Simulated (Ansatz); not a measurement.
Gas-phase electronic energies from Ansatz, PBE0-D4/def2-TZVP geometries. CBS: MP2 limit from def2 TZ/QZ plus the TZ coupled-cluster correction, frozen cores. This one scheme is used for every species. Functionals use def2-TZVPP. B3LYP here is the variant with VWN-RPA as its local correlation; programs differ in this. def2 core potentials past Kr. For I, K outer-core shells are correlated without core-valence functions, which leaves a few kJ/mol of doubt a bond. Scalar relativity is left out up to krypton.

Consider the ligand exchange at a K–I bond: `[K][I]` + H–F → `[F][K]` + HI.

`[K][I]`:

Cartesian coordinates in Å:
```
K -0.444 -0.386 1.418
I 0.444 0.386 -1.418
```

H–F:

Z-matrix (Å, degrees):
```
F
H 1 0.920
```

`[F][K]`:

Z-matrix (Å, degrees):
```
F
K 1 2.188
```

HI:

Z-matrix (Å, degrees):
```
I
H 1 1.610
```

| level | ΔE (kcal/mol) |
| --- | --- |
| revPBE-D4 | 23.0 |
| r2SCAN0-D4 | 29.7 |
| B3LYP | 24.4 |
| CCSD/def2-SVP | 31.6 |

(1) What does CCSD(T)/CBS give? (Estimate.)

Largest T1 diagnostic among the species: 0.012.

Answers

(1) The calculation gave: +26.8 kcal/mol. The listed levels differ from it by -3.8, 2.9, -2.4, 4.8 kcal/mol.

In def2-TZVPP, CCSD(T) changes the Hartree–Fock value by −7.1 kcal/mol (the triples alone add −0.6 kcal/mol) and MP2 by −5.9 kcal/mol. From PBE to PBE0 (25 % exact exchange), in def2-TZVPP and without D4, ΔE moves by +4.7 kcal/mol.
